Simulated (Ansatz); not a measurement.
Geometry optimisation, Ansatz 0.2.0, RHF/6-31G*.

input.yaml

```yaml
crystal:
  periodic: [false, false, false]
  atoms:
    - { symbol: B, position_ang: [0.0, 0.0, 0.0] }
    - { symbol: H, position_ang: [0.0, 0.0, 1.54] }
    - { symbol: O, position_ang: [1.2211, 0.0, -0.705] }
    - { symbol: H, position_ang: [1.5209, -0.9519, -0.8599] }
    - { symbol: O, position_ang: [-1.2211, 0.0, -0.705] }
    - { symbol: H, position_ang: [-1.7308, -0.8467, -0.4965] }
    - { symbol: "N", position_ang: [0.0829, 1.7537, 0.5833] }
    - { symbol: H, position_ang: [0.4765, 1.9752, 1.5423] }
    - { symbol: H, position_ang: [-0.2631, 2.537, -0.0414] }
    - { symbol: H, position_ang: [0.0424, 0.8968, 1.5631] }
basis:
  gaussian: { orbitals: "6-31G*" }
hamiltonian:
  xc: hf
relax:
  f_tol: 0.15
  max_steps: 25
  restrain:
    - { distance: [0, 6], at: 2.75, k: 30.0 }
    - { distance: [9, 1], at: 1.86, k: 30.0 }
    - { distance: [0, 1], at: 1.19, k: 30.0 }
    - { distance: [9, 6], at: 1.06, k: 30.0 }
output:
  orbitals: {}
```

Launched with:

```bash
$ ansatz run input.yaml --threads 1 --pin off --max-ram 2048MiB --backend cpu --events-out ev --progress --plain --runs-dir out
```

**Question.** Where does it end, and by what steps?

**Answer.** The run converged. The restraints hold the end off the free minimum; the threshold counts their pulls, which the force column leaves out. Restrained pairs: B1–N7 (1.85 → 2.77 Å), H2–H10 (0.90 → 1.87 Å), B1–H2 (1.54 → 1.19 Å), N7–H10 (1.30 → 1.02 Å). After 15 steps the energy has fallen by 6.565 eV (the restraints' own energy left out); H8 moved furthest, 0.99 Å.

| step | energy less start (eV) | largest force component (eV/Å) | accepted |
| --- | --- | --- | --- |
| 0 | 0.0000 | 7.085 | yes |
| 1 | -0.5164 | 4.488 | yes |
| 2 | -1.8572 | 6.142 | yes |
| 3 | -3.6459 | 4.215 | yes |
| 4 | -5.0424 | 4.087 | yes |
| 5 | -5.7065 | 2.055 | yes |
| 6 | -6.0740 | 1.702 | yes |
| 7 | -6.2391 | 1.654 | yes |
| 8 | -6.3620 | 1.602 | yes |
| 9 | -6.5095 | 1.508 | yes |
| 10 | -6.5501 | 1.436 | yes |
| 11 | -6.5581 | 1.353 | yes |
| 12 | -6.5598 | 1.372 | yes |
| 13 | -6.5617 | 1.381 | yes |
| 14 | -6.5631 | 1.388 | yes |
| 15 | -6.5650 | 1.398 | yes |

```xyz
10
Properties=species:S:1:pos:R:3
B -0.021 -0.356 -0.148
H -0.095 -0.638 1.008
O 1.172 -0.303 -0.780
H 1.906 -0.530 -0.229
O -1.132 -0.123 -0.883
H -1.937 -0.230 -0.400
N 0.044 2.084 1.152
H 0.920 2.120 0.667
H -0.680 2.190 0.468
H -0.047 1.151 1.565
```

The run took 30 s on 1 thread of Intel(R) Xeon(R) Platinum 8375C CPU @ 2.90GHz (Ice Lake) (shared host), peak memory 0.14 GiB.
